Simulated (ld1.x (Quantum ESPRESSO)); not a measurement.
## europium: TM pseudisation with PBE, fully relativistic reference atom.

```
Element                 : europium
Generator               : ld1.x (Quantum ESPRESSO) 7.5
Type                    : norm-conserving Troullier–Martins (Kleinman–Bylander form)
Functional              : PBE
Relativity              : fully relativistic
Frozen core             : [Kr] 4d10 4f6
Valence charge          : 11
Reference configuration : 5s2 5p6 5d0 6s0 6p0 (charge +3)
Partial waves           : 5s (bound): rc 2.30 bohr; 5p (bound): rc 1.95 bohr; 5d (bound, empty): rc 2.20 bohr
Local potential         : all-electron potential smoothed inside 1.80 bohr (lloc = -1)
Core correction         : none
```

Open shells are filled in proportion to 2j + 1 (rel_dist='average').

All-electron outer shells of the reference configuration (PBE, scalar-relativistic, ld1.x):

```json
{"shell": "5s", "level (eV)": "-72.88", "outermost node (bohr)": "0.67", "outermost maximum (bohr)": "1.21"}
{"shell": "5p", "level (eV)": "-50.93", "outermost node (bohr)": "0.72", "outermost maximum (bohr)": "1.38"}
{"shell": "4f", "level (eV)": "-33.10", "outermost node (bohr)": "–", "outermost maximum (bohr)": "0.59"}
{"shell": "5d", "level (eV)": "-24.58", "outermost node (bohr)": "0.81", "outermost maximum (bohr)": "1.83"}
{"shell": "6s", "level (eV)": "-22.24", "outermost node (bohr)": "1.59", "outermost maximum (bohr)": "2.91"}
{"shell": "6p", "level (eV)": "-16.99", "outermost node (bohr)": "1.84", "outermost maximum (bohr)": "3.43"}
```

Q: Does the generator finish with these settings?

A: Yes, a potential is produced.

Q: Does the potential have ghost states?

A: No extra level below or beside the all-electron valence levels (s, p1/2, p3/2, d3/2, d5/2, f tested).

Q: Tests: 5s2 5p6 5d1 6s2 6p0; 5s2 5p6 5d1 6s1 6p0; 5s2 5p6 5d1 6s0 6p0; 5s2 5p6 5d1 6s1 6p1; 5s2 5p6 5d2 6s1 6p0; 5s2 5p5 5d1 6s2 6p0; 5s2 5p6 5d0 6s2 6p1. Which has the largest error in its energy relative to the reference configuration, and how large is it?

A: 5s2 5p5 5d1 6s2 6p0, with +3458 meV (all-electron minus pseudo) on -6.47 eV.
